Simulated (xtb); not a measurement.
SbF₂Cl, SMILES [F][Sb]([F])[Cl]. All values are semi-empirical tight-binding results from xtb (GFN2-xTB unless named), good for trends rather than for accurate numbers. Coordinates come from a GFN2-xTB optimisation.

For metal compounds this method's bond lengths and energies can be far off.

Computed properties:
* **point group as xtb finds it**: Cs
* **orbital gap**: 4.50 eV
* **zero-point energy**: 2.2 kcal/mol
* **G − E(el) at 298.15 K (modified RRHO)**: -17.6 kcal/mol
